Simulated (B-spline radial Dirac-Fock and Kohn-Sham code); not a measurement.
## Dipole and non-dipole photoemission parameters of Os⁴⁺ 4d5/2

System: Os⁴⁺, configuration [Xe] 4f14 5d4; threshold 330.8 eV (orbital energy of the model). These are calculated numbers from a B-spline atomic structure program; the model is Dirac-Hartree-Slater photoionisation with a Latter tail; cross sections with all multipoles, angular parameters from the dipole term and its interference with E2.

```tsv
hν (eV)	σ (kb)	β	γ	δ
447	332	-0.543	-0.154	0.155
475	358	-0.332	-0.085	0.151
600	394	0.314	0.153	0.093
1070	243	1.079	0.039	0.007
1120	228	1.111	0.020	0.006
1486.9	143	1.255	-0.047	0.007
1710	110	1.298	-0.044	0.011
2030	77.2	1.332	-0.007	0.018
2310	58.2	1.346	0.045	0.024
2984.4	31.8	1.347	0.202	0.038
3070	29.6	1.345	0.223	0.040
3840	16.7	1.320	0.414	0.056
4000	14.9	1.313	0.452	0.059
4120	?	?	?	?
6590	3.60	1.191	0.987	0.114
9310	1.23	1.074	1.386	0.173
14000	0.315	0.918	1.856	0.273
15000	0.248	0.890	1.931	0.294
```

Problem. Give the values at 4120 eV.

Solution. σ = 13.8 kb, β = 1.308, γ = 0.481, δ = 0.062.
